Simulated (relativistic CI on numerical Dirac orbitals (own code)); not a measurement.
V²⁺: resonant inelastic scattering at the L2,3 edge

Computed with this model: Dirac-Coulomb-Breit CI, KLI orbitals optimised for each configuration, a model potential for QED, valence Slater integrals scaled by 0.7, Kramers-Heisenberg scattering through one core-hole configuration in a parametric crystal field; configurations [Ar] 3d3 → [He] 2s2 2p5 3s2 3p6 3d4; 300 K; core-hole width 0.6 eV; summed over polarisations. Incident energies are the highest absorption maxima for each field (at most a few, so the weaker spin-orbit partner edge can be absent), on the computed scale of the free ion. Intensities are in per cent of the strongest line above 0.02 eV; levels within 1 cm⁻¹ are merged; final levels count from the ground level, the first row holds all elastic scattering, lines under 0.4 are left out and each table stops after 24 rows. The scale of the Slater integrals is a model choice and moves the terms in proportion.

Field parameters in Wybourne normalisation: D3d B²₀ = −7Dσ, B⁴₀ = −14Dq − 21Dτ, B⁴₃ = −14√(10/7) Dq. The field is a parameter set, without covalency.

S is read from ⟨S²⟩ = S(S + 1).

D3d, 10Dq = 16200, Dσ = -1200, Dτ = 70 cm⁻¹:

| Final level (eV) | Degeneracy | Irrep | S | 515.3 eV | 516.5 eV | 522.5 eV |
| --- | --- | --- | --- | --- | --- | --- |
| 0.000 | 2 | Γ4 | 1.50 | 502.2 | 730.4 | 743.5 |
| 0.000 | 2 | Γ5+Γ6 | 1.50 | 14.8 | 26.8 | 56.8 |
| 1.472 | 2 | Γ4 | 0.50 | 5.8 | 8.6 | 18.9 |
| 1.480 | 2 | Γ5+Γ6 | 0.50 | 6.5 | 12.7 | 13.1 |
| 1.553 | 2 | Γ4 | 0.50 | 5.3 | 3.9 | 33.8 |
| 1.555 | 2 | Γ5+Γ6 | 0.50 | 4.4 | 3.4 | 28.4 |
| 1.665 | 2 | Γ4 | 0.50 | 5.8 | 4.0 | 41.7 |
| 1.968 | 2 | Γ4 | 1.50 | 14.5 | 20.5 | 74.6 |
| 1.971 | 2 | Γ4 | 1.50 | 11.8 | 21.7 | 87.9 |
| 1.974 | 2 | Γ5+Γ6 | 1.50 | 8.2 | 13.9 | 100.0 |
| 1.977 | 2 | Γ4 | 1.50 | 7.3 | 7.8 | 70.8 |
| 2.206 | 2 | Γ5+Γ6 | 1.50 | 11.1 | 7.1 | 86.9 |
| 2.207 | 2 | Γ4 | 1.50 | 10.0 | 6.6 | 69.7 |
| 2.216 | 2 | Γ4 | 0.50 | 9.1 | 6.4 | 39.5 |
| 2.474 | 2 | Γ5+Γ6 | 0.51 | 8.3 | 6.7 | 36.3 |
| 2.493 | 2 | Γ4 | 0.50 | 7.1 | 7.4 | 60.8 |
| 2.860 | 2 | Γ4 | 1.50 | 8.0 | 8.1 | 34.3 |
| 2.861 | 2 | Γ5+Γ6 | 1.50 | 5.1 | 8.8 | 32.4 |
| 2.949 | 2 | Γ4 | 1.50 | 10.6 | 13.1 | 15.7 |
| 2.951 | 2 | Γ4 | 1.50 | 7.3 | 10.6 | 24.8 |
| 2.952 | 2 | Γ5+Γ6 | 1.50 | 6.5 | 7.4 | 38.9 |
| 2.953 | 2 | Γ4 | 1.50 | 5.2 | 4.9 | 49.4 |
| 3.291 | 2 | Γ4 | 0.50 | 0.2 | 1.9 | 7.2 |
| 3.439 | 2 | Γ4 | 0.50 | 0.5 | 3.9 | 4.4 |

D3d, 10Dq = 16200, Dσ = -860, Dτ = 70 cm⁻¹:

| Final level (eV) | Degeneracy | Irrep | S | 515.3 eV | 516.4 eV | 522.5 eV |
| --- | --- | --- | --- | --- | --- | --- |
| 0.000 | 4 | Γ4+Γ5+Γ6 | 1.50 | 515.2 | 754.6 | 806.5 |
| 1.504 | 2 | Γ4 | 0.50 | 5.9 | 6.8 | 15.2 |
| 1.509 | 2 | Γ5+Γ6 | 0.50 | 6.1 | 8.5 | 15.4 |
| 1.578 | 2 | Γ4 | 0.50 | 5.2 | 2.6 | 40.6 |
| 1.579 | 2 | Γ5+Γ6 | 0.50 | 4.9 | 3.1 | 28.4 |
| 1.651 | 2 | Γ4 | 0.50 | 5.6 | 2.8 | 41.4 |
| 1.995 | 2 | Γ4 | 1.50 | 14.4 | 15.6 | 76.5 |
| 1.998 | 2 | Γ4 | 1.50 | 12.5 | 16.7 | 91.4 |
| 2.001 | 2 | Γ5+Γ6 | 1.50 | 8.8 | 10.8 | 100.0 |
| 2.004 | 2 | Γ4 | 1.50 | 7.3 | 5.9 | 73.3 |
| 2.149 | 2 | Γ5+Γ6 | 1.50 | 11.2 | 6.6 | 89.6 |
| 2.150 | 2 | Γ4 | 1.50 | 9.7 | 6.3 | 69.3 |
| 2.245 | 2 | Γ4 | 0.50 | 9.0 | 6.4 | 41.5 |
| 2.411 | 2 | Γ5+Γ6 | 0.50 | 8.6 | 5.5 | 36.0 |
| 2.427 | 2 | Γ4 | 0.50 | 7.2 | 6.7 | 58.2 |
| 2.845 | 2 | Γ4 | 1.50 | 7.9 | 6.9 | 32.2 |
| 2.846 | 2 | Γ5+Γ6 | 1.50 | 5.0 | 7.4 | 32.1 |
| 2.923 | 2 | Γ4 | 1.50 | 10.3 | 10.9 | 16.5 |
| 2.924 | 2 | Γ4 | 1.50 | 6.5 | 8.8 | 22.4 |
| 2.924 | 2 | Γ5+Γ6 | 1.50 | 6.1 | 6.2 | 36.1 |
| 2.925 | 2 | Γ4 | 1.50 | 5.4 | 4.2 | 47.7 |
| 3.298 | 2 | Γ4 | 0.50 | 0.1 | 1.4 | 7.0 |
| 3.492 | 2 | Γ4 | 0.50 | 0.6 | 3.5 | 5.4 |
| 3.499 | 2 | Γ5+Γ6 | 0.50 | 0.8 | 5.2 | 7.0 |

For the first field the strongest loss at the lowest incident energy is the level at 1.97 eV (S = 1.50, against 1.50 in the thermal ground state). Levels of other spin, the first over 8 % at 1.47 eV, appear because spin-orbit coupling of the core hole, and in heavier ions of the valence shell too, mixes spins.
